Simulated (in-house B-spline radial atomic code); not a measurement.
Results of a calculation; reference values are marked as such.
**Tc in electron gases of falling density**

A nucleus sits in a uniform electron gas with a rigid positive background. The Kohn-Sham equations are solved self-consistently in the spin-unpolarised LDA (PW92), non-relativistic, on B-splines with outgoing waves at the boundary and partial waves to l = 8. The model has no lattice, no bands and no magnetic solution. Atomic units; δ_l are the phase shifts at the Fermi level, counted so that each bound state adds π, and good to about 0.0005. A narrow, partly filled d or f resonance in a thin gas would split by spin, so such rows rest on a solution that is probably unstable.

| r_s (bohr) | k_F | δ0/π | δ1/π | δ2/π | shallowest bound level (hartree) | σ_tr (bohr²) | Q (a.u.) |
| --- | --- | --- | --- | --- | --- | --- | --- |
| 1.5 | 1.2794 | 3.615 | 2.845 | 1.727 | p -0.82 | 24.37 | 2.206 |
| 1.65 | 1.1631 | 3.667 | 2.883 | 1.737 | p -0.866 | 27.22 | 1.683 |
| 1.8 | 1.0662 | 3.711 | 2.911 | 1.743 | p -0.907 | 30.65 | 1.337 |
| 2 | 0.9596 | 3.760 | 2.938 | 1.747 | p -0.957 | 36.07 | 1.033 |
| 2.07 | 0.9271 | 3.776 | 2.945 | 1.748 | p -0.973 | 38.17 | 0.953 |
| 2.2 | 0.8723 | 3.802 | 2.956 | 1.748 | p -1 | 42.34 | 0.828 |
| 2.4 | 0.7996 | 3.839 | 2.966 | 1.747 | p -1.04 | 49.34 | 0.681 |
| 2.67 | 0.7188 | 3.883 | 2.974 | 1.744 | p -1.08 | 60.01 | 0.541 |
| 3 | 0.6397 | 3.933 | 2.975 | 1.740 | p -1.13 | 75.39 | 0.426 |
| 3.3 | 0.5816 | 3.976 | 2.972 | 1.735 | p -1.16 | 92.48 | 0.357 |
| 3.6 | 0.5331 | 4.016 | 2.968 | 1.729 | p -1.19 | 113.48 | 0.310 |
| 4 | 0.4798 | 4.068 | 2.960 | 1.722 | p -1.21 | 148.99 | 0.267 |

Q = n k_F σ_tr, with n = 3/(4π r_s³).

Q: How does the screening charge move between partial waves as the gas thins?

A: By (2/π)(2l + 1) δ_l, at r_s = 1.5 it is s 7.23, p 17.07, d 17.27, f and beyond 1.42, and at r_s = 4 s 8.14, p 17.76, d 17.22, f and beyond -0.13. The free atom is [Kr] 4d5 5s2.

Q: What end-to-end powers of r_s do the first and last rows give for σ_tr and Q?

A: σ_tr goes as r_s^+1.85 and Q as r_s^-2.15. Since n k_F/k_F² goes as r_s⁻², Q = 4π n Σ/k_F would fall as r_s⁻² at fixed phase shifts; the sum Σ (l + 1) sin²(δ_l − δ_(l+1)) is 3.175 in the first row and 2.729 in the last, and ranges from 2.46 to 3.17 between them, so these powers are no law.
